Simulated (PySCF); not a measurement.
A GIAO shielding run with PySCF (density fitting, non-relativistic, gas phase) on `InChI=1S/CH7FO2Si2/c1-3-6(2)4-5/h6H,1,5H3/t6-/m0/s1`:

```
$ OMP_NUM_THREADS=1 python probes_run.py task.json out

{"job": {"kind": "nmr", "xc": "KT3", "basis": "pcSseg-1", "pop": false}, "charge": 0, "multiplicity": 1}
C     -2.445063    -0.763074    -0.203817
O     -1.134866    -0.335829     0.059560
Si    -0.479858     1.121156    -0.316543
F     -0.769568     1.412455    -1.881919
O      1.125075     1.011059    -0.058872
Si     2.350042    -0.123343    -0.070586
H     -2.687684    -0.696169    -1.278130
H     -3.190287    -0.171338     0.357351
H     -2.541529    -1.813020     0.107943
H     -1.051769     2.247415     0.445850
H      2.233559    -0.997848    -1.273452
H      2.280403    -0.956485     1.163615
H      3.642169     0.614900    -0.107449
```

Hardware: 1 thread of an Arm Neoverse N1, shared host.

Task: How large is the calculation?

Result: 66 electrons, 151 basis functions and 834 auxiliary functions.

Task: How long does it take, and how much memory does it need?

Result: 30 s of wall time, with 16 SCF cycles; peak memory 0.78 GiB. Times on a shared host scatter by some tens of per cent.

Task: And these other runs on the same molecule and hardware: GIAO shielding at B3LYP/pcSseg-1; GIAO shielding at B97-D/pcSseg-1; GIAO shielding at BLYP/pcSseg-1; GIAO shielding at BP86/pcSseg-1; GIAO shielding at HF/pcSseg-1; GIAO shielding at KT2/pcSseg-1?

Result: B3LYP/pcSseg-1: 151 functions, 20 s; B97-D/pcSseg-1: 151 functions, 28 s; BLYP/pcSseg-1: 151 functions, 29 s; BP86/pcSseg-1: 151 functions, 29 s; HF/pcSseg-1: 151 functions, 11 s; KT2/pcSseg-1: 151 functions, 30 s.
